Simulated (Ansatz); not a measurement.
Geometry optimisation, RKS CAM-B3LYP-D4/def2-SVP (Ansatz).

Input file:

```yaml
crystal:
  periodic: [false, false, false]
  atoms:
    - { symbol: Sn, position_ang: [-0.9529, -0.8778, -0.0989] }
    - { symbol: C, position_ang: [0.6776, 0.929, -0.7215] }
    - { symbol: H, position_ang: [-0.3096, -1.9114, -1.2853] }
    - { symbol: H, position_ang: [-2.0198, -1.9041, 0.8532] }
    - { symbol: H, position_ang: [-2.0465, 0.3219, -0.6435] }
    - { symbol: H, position_ang: [1.0613, 0.2493, 0.4273] }
    - { symbol: S, position_ang: [1.0286, -0.718, 1.9437] }
    - { symbol: H, position_ang: [1.6499, 1.4217, -0.8119] }
    - { symbol: H, position_ang: [-0.0318, 1.7282, -0.532] }
    - { symbol: H, position_ang: [0.5257, 0.482, -1.6998] }
    - { symbol: H, position_ang: [0.4174, 0.2791, 2.5688] }
basis:
  gaussian: { orbitals: def2-SVP }
hamiltonian:
  xc: cam_b3lyp
  dispersion: d4
relax:
  f_tol: 0.15
  max_steps: 25
  restrain:
    - { distance: [0, 6], at: 3.74, k: 30.0 }
    - { distance: [5, 1], at: 2.37, k: 30.0 }
    - { distance: [0, 1], at: 2.15, k: 30.0 }
    - { distance: [5, 6], at: 1.36, k: 30.0 }
```

Launched with:

```bash
$ ansatz run input.yaml --threads 4 --pin off --max-ram 5120MiB --backend cpu --events-out ev --progress --plain --runs-dir out
```

Where does it end, and by what steps?

It converged. The restraints hold the end off the free minimum. After 14 steps the energy has fallen by 2.006 eV (the restraints' own energy left out); H5 moved furthest, 1.34 Å. Joined: H6–S7 (1.80 → 1.35 Å).

| step | energy less start (eV) | largest force component (eV/Å) | accepted |
| --- | --- | --- | --- |
| 0 | 0.0000 | 2.217 | yes |
| 1 | 0.7120 | 2.276 | yes |
| 2 | 0.7981 | 3.516 | yes |
| 3 | 0.5691 | 3.060 | yes |
| 4 | -0.5103 | 2.673 | yes |
| 5 | -1.1554 | 1.962 | yes |
| 6 | -1.5129 | 1.354 | yes |
| 7 | -1.7256 | 0.756 | yes |
| 8 | -1.8267 | 0.426 | yes |
| 9 | -1.8875 | 0.519 | yes |
| 10 | -1.9509 | 0.391 | yes |
| 11 | -1.9790 | 0.398 | yes |
| 12 | -2.0020 | 0.320 | yes |
| 13 | -1.9891 | 0.482 | no |
| 14 | -2.0059 | 0.264 | yes |

```xyz
11
Properties=species:S:1:pos:R:3
Sn -1.088 -0.660 -0.600
C 0.348 0.916 -0.903
H -0.398 -2.192 -0.899
H -1.756 -0.611 0.973
H -2.379 -0.424 -1.706
H 1.362 0.321 1.163
S 1.561 -0.686 2.043
H 1.376 0.521 -0.921
H 0.262 1.683 -0.116
H 0.153 1.402 -1.873
H 0.559 -0.269 2.840
```

Time of the run: 46 s on 4 threads of Arm Neoverse N1, on a shared host, peak memory 0.26 GiB.
